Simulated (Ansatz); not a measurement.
The input (input.yaml):

```yaml
crystal:
  periodic: [false, false, false]
  atoms:
    - { symbol: "N", position_ang: [2.5058, -0.9924, 0.7549] }
    - { symbol: C, position_ang: [1.3573, -0.6911, 0.4782] }
    - { symbol: Al, position_ang: [-0.5107, -0.2516, 0.0223] }
    - { symbol: O, position_ang: [-0.9399, 1.5107, -0.0357] }
    - { symbol: H, position_ang: [-1.5198, -1.4275, -0.2945] }
    - { symbol: H, position_ang: [-0.8506, 1.788, -0.9713] }
basis:
  gaussian: { orbitals: def2-SVP }
hamiltonian:
  xc: revpbe
relax:
  f_tol: 0.015
  max_steps: 40
```

Command:

```bash
$ ansatz run input.yaml --threads 1 --pin off --max-ram 2048MiB --backend cpu --events-out ev --progress --plain --runs-dir out
```

Hardware: 1 thread of Arm Neoverse V1 (shared host).

Roughly how long does this run take, and how much memory?

14 s, with a peak of 0.15 GiB, for 7 ionic steps.
